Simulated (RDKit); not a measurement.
Job for RDKit: UFF on C4H8 (a complex), monomers drawn apart or pushed together.

```python
from rdkit import Chem
from rdkit.Chem import AllChem, rdDetermineBonds

blocks = [
'''2

H    -0.39781017   -0.77197386   -0.13853253
H    -0.31462272   -0.32971041    0.45481437
''',
'''10

C     1.22984859    2.00925459    5.06406544
C     0.32038348    1.29971506    5.73440701
C     0.44915757   -0.11402152    6.03721218
C    -0.46412804   -0.82434064    6.70096957
H     2.14379244    1.55387125    4.70048014
H     1.09086615    3.06188761    4.85831838
H    -0.58579532    1.78678288    6.08409337
H     1.35498753   -0.60144063    5.68734254
H    -0.32781808   -1.87802424    6.90316199
H    -1.37887497   -0.36873179    7.06229655
''',
]
mol = None
for b in blocks:
    f = Chem.MolFromXYZBlock(b)
    rdDetermineBonds.DetermineBonds(f, charge=0)
    mol = f if mol is None else Chem.CombineMols(mol, f)
Chem.SanitizeMol(mol)
print(Chem.MolToSmiles(Chem.RemoveHs(mol)))
ff = AllChem.UFFGetMoleculeForceField(mol, vdwThresh=100.0, ignoreInterfragInteractions=False)
e = ff.CalcEnergy()
print(f'UFF energy {e:.6f} kcal/mol')
```

The log:

```
C=CC=C.[H][H]
UFF energy 3.885101 kcal/mol
```

The run finished.

Cost: about 0.05 core-seconds (a rough figure).
